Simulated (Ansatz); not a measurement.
Computed with Ansatz on PBE0-D4/def2-TZVP structures; ΔE is electronic, products minus reactants. CCSD(T)/CBS is the MP2 limit (def2-TZVPP, def2-QZVPP) plus CCSD(T) − MP2 in def2-TZVPP, frozen cores. This one scheme is used for every species. DFT in def2-TZVPP. For Ge outer-core shells are correlated without core-valence functions, which leaves a few kJ/mol of doubt a bond. Scalar relativity is left out up to krypton. One conformer a species, not always the lowest.

Consider the formal exchange of groups at a Ge–Si bond: `[SiH3][GeH2][SiH2]Cl` + `ClBCl` → `[SiH3][GeH2][B](Cl)Cl` + `[SiH3]Cl`.

Task: Is it downhill or uphill in electronic energy at CCSD(T)/CBS, and by how much? (Best estimate.)

Result: The calculation gave: Uphill: ΔE = +5.0 kcal/mol.

Task: What do these levels give: PBE0-D4, PBE0, HF/def2-TZVPP, CCSD/def2-TZVPP, HF/def2-QZVPP, CCSD/CBS(def2)? (Estimate.)

Result: The calculation gave: PBE0-D4 6.3, PBE0 6.3, HF/def2-TZVPP 6.2, CCSD/def2-TZVPP 5.3, HF/def2-QZVPP 6.3, CCSD/CBS(def2) 5.3 kcal/mol.

Largest T1 diagnostic among the species: 0.013.

In def2-TZVPP, CCSD(T) changes the Hartree–Fock value by −1.2 kcal/mol (the triples alone add −0.3 kcal/mol) and MP2 by −1.6 kcal/mol.
